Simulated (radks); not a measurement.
Valence configurations of neutral bromine (all share [Ar]). All-electron calculation, non-relativistic Kohn-Sham, BLYP, spin-polarised, spherical densities, point nucleus; open shells are filled with parallel spins first. Program: a radial shooting solver on a logarithmic mesh with Libxc functionals. Energies are relative to 3d10 4s2 4p5; eigenvalues in eV for spin up.

valence           E (eV)  moment (Bohr magnetons)    e(3d)   e(4p)    e(4s)
3d10 4s2 4p5       0.000                        1  -68.252  -8.051  -19.639
3d10 4s1.5 4p5.5   5.780                        1  -68.998  -8.358  -20.071
3d10 4s1 4p6      11.585                        1  -69.735  -8.662  -20.495
3d9.5 4s2 4p5.5   31.638                        1  -74.843  -8.578  -20.604
3d9 4s2 4p6       65.815                        1  -81.559  -9.095  -21.538

NIST lists [Ar] 3d10 4s2 4p5 as the ground configuration; this level of theory agrees among the configurations tried. The energies are those of spherical high-spin densities, not of single terms.
